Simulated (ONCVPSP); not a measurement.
# Reading a pseudo-wave (cobalt (Co))

Columns: radius, all-electron u(r) and pseudo u(r) of the 3s shell (level -99.81 eV) of cobalt in the configuration [Ne] 3s2 3p6 3d7.5 4s1.5; PBE, scalar-relativistic, ONCV scheme, ONCVPSP 4.0.1.

| r (bohr) | all-electron | pseudo |
| --- | --- | --- |
| 0.060 | 0.1530 | 0.0565 |
| 0.120 | -0.4764 | 0.1287 |
| 0.180 | -0.6720 | 0.2279 |
| 0.240 | -0.4754 | 0.3580 |
| 0.300 | -0.0919 | 0.5150 |
| 0.360 | 0.3211 | 0.6869 |
| 0.420 | 0.6802 | 0.8575 |
| 0.480 | 0.9524 | 1.0098 |
| 0.540 | 1.1335 | 1.1295 |
| 0.600 | 1.2338 | 1.2081 |
| 0.660 | 1.2680 | 1.2422 |
| 0.720 | 1.2534 | 1.2354 |
| 0.780 | 1.2044 | 1.1945 |
| 0.840 | 1.1332 | 1.1290 |
| 0.900 | 1.0490 | 1.0476 |
| 0.960 | 0.9588 | 0.9584 |
| 1.020 | 0.8675 | 0.8673 |
| 1.080 | 0.7785 | 0.7783 |
| 1.140 | 0.6939 | 0.6938 |
| 1.200 | 0.6151 | 0.6150 |
| 1.260 | 0.5427 | 0.5426 |
| 1.320 | 0.4770 | 0.4769 |
| 1.380 | 0.4178 | 0.4177 |
| 1.440 | 0.3649 | 0.3649 |
| 1.500 | 0.3179 | 0.3179 |
| 1.560 | 0.2764 | 0.2764 |

(1) How many radial nodes do the two functions have?

(2) At about which radius was the pseudo-wave matched?

(3) Is the pseudo-wave norm-conserving?

Answers

(1) The all-electron 3s function has n − l − 1 = 2; the pseudo-wave has 0, since the states of the same l below it are removed with the core.

(2) 1.05 bohr. The columns agree to 0.0005 from 0.96 bohr on; several derivatives are matched, so the curves merge somewhat inside the radius.

(3) Yes: the ONCV scheme keeps the norm inside the radius equal to the all-electron one, which fixes the energy derivative of the logarithmic derivative at the level.
